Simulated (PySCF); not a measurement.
**BeGe⁻: from constants to spectrum**

UHF-CCSD(T) constants of BeGe⁻, ⁴Σ⁻ (quartet), unpaired electrons σ ↑, π ↑↑ (Be aug-pcseg-1, Ge aug-pcseg-1; no relativity (PySCF 2.14); masses 9.0122 and 73.9212 u):

| Property | Result |
| --- | --- |
| ωe | 406.0 cm⁻¹ |
| ωexe | 5.96 cm⁻¹ |
| Be | 0.39663 cm⁻¹ |
| αe | 0.00629 cm⁻¹ |
| De to Be + Ge⁻ | 0.91 eV |

What force constant and bond length do these constants imply?

Reduced mass μred = 8.0328 u; k = 5.8918×10⁻⁷·μred·ωe² (u, cm⁻¹, mdyn/Å) = 0.780 mdyn/Å; Re = √(16.8576/(μred·Be)) (u, cm⁻¹, Å) = 2.300 Å.

Estimate the centrifugal constant D from the Kratzer relation and find the Dunham coefficient a1.

D = 4Be³/ωe² = 1.51e-06 cm⁻¹; a1 = −1 − αeωe/(6Be²) = -3.71.

Correlated steps freeze 9 core orbitals. Correlated levels converge slowly with the basis: in double zeta they bind strong bonds too weakly, by up to about 1 eV, and carry superposition errors of some tenths. Spin–orbit coupling is left out. For an ion De counts to the pair picked by the measured ionisation energies or electron affinities, which need not be the lowest pair at this level. The state is the lowest determinant that a PBE0 search found; another state may lie lower at other levels.
